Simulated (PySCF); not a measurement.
Screening by computed properties: pick the candidate that meets the target.

Each SMILES stands for a single optimised conformer of the isolated species, non-relativistic unless stated; the electronic structure was computed with PySCF and density fitting.

Dipoles, sizes and rotational constants follow the conformer. The torsions of the flexible species, by atom-mapped SMILES:
- `[F:1][c:2]1[cH:3][cH:4][cH:5][c:6]([C:7]([F:8])([F:9])[F:10])[p:11]1`: C5–C6–C7–F8 59°
- `[CH2:1]=[CH:2][C@@H:3]1[C@@H:4]([CH3:5])[CH2:6][P@@:7]1([CH3:8])=[S:9]`: C1–C2–C3–C4 -150°
- `[CH2:1]=[CH:2][CH2:3][CH2:4][CH:5]1[CH2:6][CH2:7][CH2:8]1`: C1–C2–C3–C4 -116°, C2–C3–C4–C5 -179°, C3–C4–C5–C6 -72°
- `[CH2:1]=[CH:2][C@@H:3]([CH3:4])[CH:5]=[C:6]([CH3:7])[CH3:8]`: C1–C2–C3–C4 -4°, C2–C3–C5–C6 119°
- `[F:1][CH:2]([F:3])[C:4]([Cl:5])([Cl:6])[Cl:7]`: F1–C2–C4–Cl5 -59°

The conformers of `CCC1=C[P@](C)(=S)CC1` aren't listed.

Question: Wanted: smallest rotational constant below 0.6 GHz (GFN2-xTB) and dipole moment above 1 D (PBE0/pcSseg-1), at GFN2-xTB geometries. Which candidate meets both?
A. `FC(F)C(Cl)(Cl)Cl`
B. `Fc1cccc(C(F)(F)F)p1`
C. `C([C@@H]1[C@@H](C)C[P@@]1(C)=S)=C`
D. `C=CCCC1CCC1`
E. `C=C[C@@H](C)C=C(C)C`

Answer: B. Computed values:
```csv
species,smallest rotational constant,dipole moment
Fc1cccc(C(F)(F)F)p1,0.531 GHz,3.29 D
C([C@@H]1[C@@H](C)C[P@@]1(C)=S)=C,0.744 GHz,4.68 D
C=CCCC1CCC1,0.802 GHz,0.43 D
C=C[C@@H](C)C=C(C)C,0.976 GHz,0.76 D
FC(F)C(Cl)(Cl)Cl,1.187 GHz,1.32 D
```

Question: Wanted: HOMO energy above -6.3 eV (PBE0/pcSseg-1) and HOMO–LUMO gap below 6.5 eV (PBE0/pcSseg-1), at GFN2-xTB geometries. Which candidate meets both?
A. `CCC1=C[P@](C)(=S)CC1`
B. `FC(F)C(Cl)(Cl)Cl`
C. `Fc1cccc(C(F)(F)F)p1`
D. `C=C[C@@H]1[C@@H](C)C[P@@]1(C)=S`
E. `C1C(CC1)CCC=C`
F. `C=C[C@@H](C)C=C(C)C`

Answer: A. Computed values:
```
                        species  HOMO energy  HOMO–LUMO gap
               FC(F)C(Cl)(Cl)Cl     -9.20 eV        8.11 eV
            Fc1cccc(C(F)(F)F)p1     -7.77 eV        5.41 eV
                  C1C(CC1)CCC=C     -7.32 eV        7.87 eV
            C=C[C@@H](C)C=C(C)C     -6.74 eV        6.99 eV
C=C[C@@H]1[C@@H](C)C[P@@]1(C)=S     -6.33 eV        5.97 eV
           CCC1=C[P@](C)(=S)CC1     -6.19 eV        5.69 eV
```
